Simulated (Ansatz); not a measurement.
A structure relaxed at PBE0-D4/def2-TZVP, charge 0, multiplicity 1:

```xyz
11

N     0.8383   -0.2991    1.7176
Si    0.4558   -0.5723    0.0709
Si   -1.5141    0.5510   -0.5044
S     2.0280    0.1681   -1.2139
H     0.9075    0.6377    2.0809
H     1.4552   -0.9291    2.2042
H     0.3316   -2.0458   -0.0881
H    -1.6874    0.5314   -1.9832
H    -1.4158    1.9694   -0.0621
H    -2.7135   -0.0653    0.1256
H     1.3145    0.0540   -2.3474
```

(1) Give its formula and SMILES.

(2) Summarise the bond lengths by kind.

Results:

(1) H7NSSi2, `N[SiH]([SiH3])S`.

(2) 1 × N–Si 1.712 Å; 2 × H–N 1.007 Å; 1 × Si–Si 2.339 Å; 1 × S–Si 2.161 Å; 4 × H–Si 1.487 to 1.489 Å; 1 × H–S 1.344 Å.

All numbers were calculated with Ansatz.
